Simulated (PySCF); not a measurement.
Vertical excitations of a molecule C₄H₁₀Zn from TDDFT-PBE/def2-SVPD run with PySCF, as energy in eV (oscillator strength): 4.68 (0.000), 4.78 (0.000), 5.34 (0.166), 6.07 (0.001), 6.40 (0.049), 6.46 (0.018), 6.60 (0.040), 6.65 (0.179), 7.01 (0.000), 7.05 (0.004). Lowest triplet (TDA): 4.51 eV. The structure is a stationary point at PBE-D3(BJ)/def2-SVP. The values are those of a single conformer.

Task: Which structure fits?
A) [CH3][Zn][CH](C)C
B) C[C](C)(C)[ZnH]
C) C[CH2][Zn][CH2]C

Result: C, C[CH2][Zn][CH2]C
